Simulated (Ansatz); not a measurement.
Consider the formal hydrolysis of a C–C bond: `[SiH3]CC1C[SiH2]1` + H₂O → `OC1C[SiH2]1` + `C[SiH3]`.

Gas-phase electronic energies from Ansatz, PBE0-D4/def2-TZVP geometries. CBS: MP2 limit from def2 TZ/QZ plus the TZ coupled-cluster correction, frozen cores. This one scheme is used for every species. Functionals use def2-TZVPP. B3LYP here is the variant with VWN-RPA as its local correlation; programs differ in this. One conformer a species, not always the lowest.

Is it downhill or uphill in electronic energy at CCSD(T)/CBS, and by how much? (Estimate.)

Computed: Uphill: ΔE = +55.4 kJ/mol.

What do these levels give: LDA (SPW92), PBE-D4, BLYP-D4, B3LYP-D4, ωB97X-V, PBE-QIDH, revPBE, r2SCANh, HF/def2-SVP, SCS-MP2/def2-TZVPP, CCSD(T)/def2-TZVPP, HF/CBS(def2)? (Best estimate.)

The calculation gave: LDA (SPW92) 42.9, PBE-D4 44.6, BLYP-D4 41.8, B3LYP-D4 43.6, ωB97X-V 42.2, PBE-QIDH 50.9, revPBE 33.3, r2SCANh 42.0, HF/def2-SVP 25.6, SCS-MP2/def2-TZVPP 53.3, CCSD(T)/def2-TZVPP 51.8, HF/CBS(def2) 31.6 kJ/mol.

What do rigid-rotor, harmonic-oscillator terms from PBE0-D4/def2-TZVP frequencies (298.15 K, 1 bar) make of the CCSD(T)/CBS value? (An estimate is asked.)

The calculation gave: ΔZPE = +2.1 kJ/mol, ΔH = +54.5 kJ/mol, ΔS = 7 J/(mol·K), ΔG = +52.4 kJ/mol.

Largest T1 diagnostic among the species: 0.011.

The D4 term adds +12.3 kJ/mol with B3LYP and +7.2 kJ/mol with PBE0; it sums over pairs of atoms, weighted by their polarisabilities, and B3LYP, whose exchange is more repulsive, gets the larger term. From BLYP to BHLYP (50 % exact exchange), in def2-TZVPP and without D4, ΔE moves by +7.8 kJ/mol.
